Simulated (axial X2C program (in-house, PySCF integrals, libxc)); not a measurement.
Curves of RhBr⁺ from open-shell CI on d7 s0 p(π)0

Calculated with an axial X2C code built on PySCF integrals: two-component X2C with atomic mean-field Coulomb and Gaunt terms, basis Rh dyall-v3z, Br dyall-v3z (cores contracted in-house). Orbitals come from Hartree–Fock averaged over the configuration Rh d7 s0 p(π)0; CI then distributes these electrons over the d, s, p(π) shells of Rh.

Scan along the bond; masses Rh 102.906 u, Br 78.918 u. Energies in cm⁻¹ from the lowest point; levels are followed by energy order within each Ω. Lowest level at 2.357 Å: 100% d7.

```json
{"R (Å)": "2.192", "(1)Ω=9/2": "2089", "(1)Ω=7/2": "3220", "(1)Ω=5/2": "4415", "(1)Ω=1/2": "5046", "(1)Ω=3/2": "5193"}
{"R (Å)": "2.275", "(1)Ω=9/2": "459", "(1)Ω=7/2": "1569", "(1)Ω=5/2": "2736", "(1)Ω=1/2": "3160", "(1)Ω=3/2": "3351"}
{"R (Å)": "2.357", "(1)Ω=9/2": "0", "(1)Ω=7/2": "1088", "(1)Ω=5/2": "2228", "(1)Ω=1/2": "2453", "(1)Ω=3/2": "2680"}
{"R (Å)": "2.451", "(1)Ω=9/2": "493", "(1)Ω=7/2": "1555", "(1)Ω=5/2": "2663", "(1)Ω=1/2": "2685", "(1)Ω=3/2": "2942"}
{"R (Å)": "2.546", "(1)Ω=9/2": "1764", "(1)Ω=7/2": "2800", "(1)Ω=5/2": "3879", "(1)Ω=1/2": "3725", "(1)Ω=3/2": "4006"}
{"R (Å)": "2.652", "(1)Ω=9/2": "3777", "(1)Ω=7/2": "4789", "(1)Ω=5/2": "5843", "(1)Ω=1/2": "5528", "(1)Ω=3/2": "5831"}
{"R (Å)": "2.781", "(1)Ω=9/2": "6705", "(1)Ω=7/2": "7695", "(1)Ω=5/2": "8745", "(1)Ω=1/2": "8271", "(1)Ω=3/2": "8605"}
```

Task: Fit the curves (1)Ω=9/2, (1)Ω=7/2, (1)Ω=5/2, (1)Ω=1/2, (1)Ω=3/2 near their minima.

Result: From the open-shell CI curves, Te from the lowest:

```tsv
level	Te (cm⁻¹)	Re (Å)	ωe (cm⁻¹)
(1)Ω=9/2	0	2.356	306.4
(1)Ω=7/2	1088	2.359	305.0
(1)Ω=5/2	2226	2.361	303.4
(1)Ω=1/2	2420	2.381	296.3
(1)Ω=3/2	2654	2.378	296.6
```

Without dynamic correlation distances can be off by several hundredths of an Å (long for ionic bonds, short for multiple bonds) and the wavenumbers are rough.

The 5 lowest curves are shown; the next is (2)Ω=5/2, from 3403 cm⁻¹.

Dynamic correlation is missing, so gaps between terms are too wide and other configurations may lie lower; the lowest level listed is that of this model, not necessarily the ground state. For d shells the ligand-field splittings (σ, π, δ) and their order can be off by a thousand cm⁻¹ or more. At most 4 roots were kept for each Ω > 0 (twice that for Ω = 0) within 3.2 eV of the lowest, so higher up levels can be missing between those listed; levels with Ω > 0 are doubly degenerate and listed once, Ω = 0 levels singly. Some active spinors are only partly of the character that their shell is named for, so the shell names and counts are nominal. States that fill the shells left empty in the average are placed too high.
